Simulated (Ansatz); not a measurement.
Gas-phase electronic energies from Ansatz, PBE0-D4/def2-TZVP geometries. CCSD(T)/CBS adds triple-zeta CCSD(T) − MP2 to the extrapolated MP2 energy (def2 sets, frozen cores). This one scheme is used for every species. Functionals use def2-TZVPP. B3LYP here is the variant with VWN-RPA as its local correlation; programs differ in this. HSE06 is defined as in plane-wave codes. Each species was taken in one conformer, which may not be the lowest.

Reaction (formal exchange of groups at a B–N bond): `BN1C[SiH2]1` + `N=CF` → `BC(=N)F` + `C1N[SiH2]1`

```json
{"level": "LDA (SPW92)", "ΔE (kcal/mol)": "35.4", "difference from CCSD(T)/CBS": "1.9"}
{"level": "PBE-D4", "ΔE (kcal/mol)": "33.5", "difference from CCSD(T)/CBS": "0.0"}
{"level": "revPBE-D4", "ΔE (kcal/mol)": "32.9", "difference from CCSD(T)/CBS": "-0.6"}
{"level": "BLYP-D4", "ΔE (kcal/mol)": "34.2", "difference from CCSD(T)/CBS": "0.7"}
{"level": "r2SCAN-D4", "ΔE (kcal/mol)": "33.7", "difference from CCSD(T)/CBS": "0.2"}
{"level": "B97M-V", "ΔE (kcal/mol)": "33.6", "difference from CCSD(T)/CBS": "0.1"}
{"level": "PBE0-D4", "ΔE (kcal/mol)": "34.1", "difference from CCSD(T)/CBS": "0.6"}
{"level": "r2SCANh-D4", "ΔE (kcal/mol)": "34.0", "difference from CCSD(T)/CBS": "0.5"}
{"level": "r2SCAN0-D4", "ΔE (kcal/mol)": "34.4", "difference from CCSD(T)/CBS": "0.9"}
{"level": "HSE06-D4", "ΔE (kcal/mol)": "34.1", "difference from CCSD(T)/CBS": "0.6"}
{"level": "BHLYP-D4", "ΔE (kcal/mol)": "35.3", "difference from CCSD(T)/CBS": "1.8"}
{"level": "CAM-B3LYP-D4", "ΔE (kcal/mol)": "35.3", "difference from CCSD(T)/CBS": "1.8"}
{"level": "ωB97X-V", "ΔE (kcal/mol)": "33.6", "difference from CCSD(T)/CBS": "0.1"}
{"level": "ωB97M-V", "ΔE (kcal/mol)": "34.1", "difference from CCSD(T)/CBS": "0.6"}
{"level": "B2PLYP", "ΔE (kcal/mol)": "34.5", "difference from CCSD(T)/CBS": "1.0"}
{"level": "PBE-QIDH", "ΔE (kcal/mol)": "34.5", "difference from CCSD(T)/CBS": "1.0"}
{"level": "PBE", "ΔE (kcal/mol)": "33.2", "difference from CCSD(T)/CBS": "-0.3"}
{"level": "revPBE", "ΔE (kcal/mol)": "32.5", "difference from CCSD(T)/CBS": "-1.0"}
{"level": "BLYP", "ΔE (kcal/mol)": "33.6", "difference from CCSD(T)/CBS": "0.1"}
{"level": "r2SCAN", "ΔE (kcal/mol)": "33.6", "difference from CCSD(T)/CBS": "0.1"}
{"level": "PBE0", "ΔE (kcal/mol)": "33.8", "difference from CCSD(T)/CBS": "0.3"}
{"level": "B3LYP", "ΔE (kcal/mol)": "34.2", "difference from CCSD(T)/CBS": "0.7"}
{"level": "r2SCANh", "ΔE (kcal/mol)": "33.9", "difference from CCSD(T)/CBS": "0.4"}
{"level": "r2SCAN0", "ΔE (kcal/mol)": "34.2", "difference from CCSD(T)/CBS": "0.7"}
{"level": "HSE06", "ΔE (kcal/mol)": "33.8", "difference from CCSD(T)/CBS": "0.3"}
{"level": "BHLYP", "ΔE (kcal/mol)": "34.7", "difference from CCSD(T)/CBS": "1.2"}
{"level": "CAM-B3LYP", "ΔE (kcal/mol)": "34.9", "difference from CCSD(T)/CBS": "1.4"}
{"level": "RPA@PBE/def2-TZVPP", "ΔE (kcal/mol)": "33.3", "difference from CCSD(T)/CBS": "-0.2"}
{"level": "HF/def2-SVP", "ΔE (kcal/mol)": "36.9", "difference from CCSD(T)/CBS": "3.4"}
{"level": "CCSD/def2-SVP", "ΔE (kcal/mol)": "38.0", "difference from CCSD(T)/CBS": "4.5"}
{"level": "CCSD(T)/def2-SVP", "ΔE (kcal/mol)": "38.1", "difference from CCSD(T)/CBS": "4.6"}
{"level": "HF/def2-TZVPP", "ΔE (kcal/mol)": "34.4", "difference from CCSD(T)/CBS": "0.9"}
{"level": "MP2/def2-TZVPP", "ΔE (kcal/mol)": "35.2", "difference from CCSD(T)/CBS": "1.7"}
{"level": "CCSD/def2-TZVPP", "ΔE (kcal/mol)": "34.2", "difference from CCSD(T)/CBS": "0.7"}
{"level": "CCSD(T)/def2-TZVPP", "ΔE (kcal/mol)": "34.1", "difference from CCSD(T)/CBS": "0.6"}
{"level": "HF/def2-QZVPP", "ΔE (kcal/mol)": "34.4", "difference from CCSD(T)/CBS": "0.9"}
{"level": "MP2/def2-QZVPP", "ΔE (kcal/mol)": "34.9", "difference from CCSD(T)/CBS": "1.4"}
{"level": "SCS-MP2/def2-QZVPP", "ΔE (kcal/mol)": "34.4", "difference from CCSD(T)/CBS": "0.9"}
{"level": "HF/CBS(def2)", "ΔE (kcal/mol)": "34.5", "difference from CCSD(T)/CBS": "1.0"}
{"level": "CCSD/CBS(def2)", "ΔE (kcal/mol)": "33.6", "difference from CCSD(T)/CBS": "0.1"}
{"level": "CCSD(T)/CBS", "ΔE (kcal/mol)": "33.5", "difference from CCSD(T)/CBS": "0"}
```

Question: What do rigid-rotor, harmonic-oscillator terms from PBE0-D4/def2-TZVP frequencies (298.15 K, 1 bar) make of the CCSD(T)/CBS value? (Estimate.)

Answer: The calculation gave: ΔZPE = -0.8 kcal/mol, ΔH = +32.8 kcal/mol, ΔS = 6 J/(mol·K), ΔG = +32.4 kcal/mol.

Largest T1 diagnostic among the species: 0.014.

At CCSD(T), def2-SVP lies +4.6 kcal/mol from the extrapolated value and def2-TZVPP +0.6 kcal/mol. From BLYP to BHLYP (50 % exact exchange), in def2-TZVPP and without D4, ΔE moves by +1.2 kcal/mol. Leaving LDA and LC-ωPBE aside and taking each functional with its dispersion term where it has one, the values spread over 2.3 kcal/mol, from revPBE-D4 to BHLYP-D4. LDA lies +2.2 kcal/mol from PBE without D4.
